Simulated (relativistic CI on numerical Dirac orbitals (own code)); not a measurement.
## Ti12+: what numerical and physical settings do to a radial Dirac CI calculation

Reference input:

```
atom Ti  Z=22  charge=12  electrons=10
nucleus A=48  rms_radius_fm=3.5921
hamiltonian dirac-coulomb  breit=on  qed=on  c_scale=1
orbitals kli  potential=per-configuration
slater_scale 1
correlation none
mixing on
grid step=0.0125 r_max=7.9
scf mixing=0.4 start=green max_iterations=150 tolerance=2e-08 node_fill=0.05
configurations
  [He] 2s2 2p6
  [He] 2s2 2p5 3s
end
```

Computed lowest total energy -794.68879 Ha, first excitation 3691377.9 cm⁻¹, 18 SCF steps. Runs with settings changed; * marks those that are bad on purpose:

| Changed | Outcome | Lowest level | ΔE (Ha) | First excitation (cm⁻¹) | SCF steps | Message |
| --- | --- | --- | --- | --- | --- | --- |
| Breit term off | converged | 2p⁶ ¹S0 | -0.252 | 3693540.8 | 18 |  |
| grid step 0.006 | converged | 2p⁶ ¹S0 | -3.62e-05 | 3691378.1 | 19 |  |
| node fill of the KLI weights 0.01, Breit term off | converged | 2p⁶ ¹S0 | -0.252 | 3693569.8 | 18 |  |
| end of the grid at 5.53 bohr, QED terms off | converged | 2p⁶ ¹S0 | -0.174 | 3690927.6 | 18 |  |
| SCF tolerance 1e-14 * | converged | 2p⁶ ¹S0 | 4.36e-10 | 3691377.9 | 40 |  |
| grid step 0.15 * | converged | 2p⁶ ¹S0 | 0.00153 | 3691098.9 | 18 | orbitals of one symmetry overlap by 3.5e-05; an occupied orbital reaches the end of the grid |
